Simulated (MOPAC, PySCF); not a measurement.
C2H5N, SMILES `[H]/N=C/C`, neutral singlet in the gas phase. 

Cartesian coordinates (Å):
SMILES: [H]/N=C/C
```xyz
8

C     -0.9186    -0.1811    -0.2262
C      0.4532     0.2697     0.1563
N      1.4422    -0.5210     0.1520
H     -0.9112    -1.2372    -0.4903
H     -1.2880     0.4044    -1.0729
H     -1.6165    -0.0162     0.5997
H      0.5417     1.3268     0.4405
H      2.2972    -0.0454     0.4409
```
Charge 0, multiplicity 1.

All levels are single points at this geometry (B3LYP-D3(BJ)/def2-TZVP); Pople sets use spherical d functions. Orbital energies aren't observables, and empty levels follow the basis.

```csv
level,HOMO (eV),LUMO (eV),gap (eV),dipole (D),"vertical IE, Delta-SCF (eV)"
B3LYP-D3(BJ)/def2-TZVP in PySCF,-7.35,-0.29,7.06,2.04,–
PBE-D3(BJ)/def2-TZVP in PySCF,-6.03,-1.17,4.86,1.95,–
B3LYP/3-21G in PySCF,-6.53,0.42,6.95,1.92,–
M06-2X/6-31G* in PySCF,-8.79,1.51,10.30,1.99,–
SVWN5/6-31G* in PySCF,-5.66,-0.89,4.76,1.92,9.88
PM3 in MOPAC,-10.17,1.02,11.18,1.85,–
```
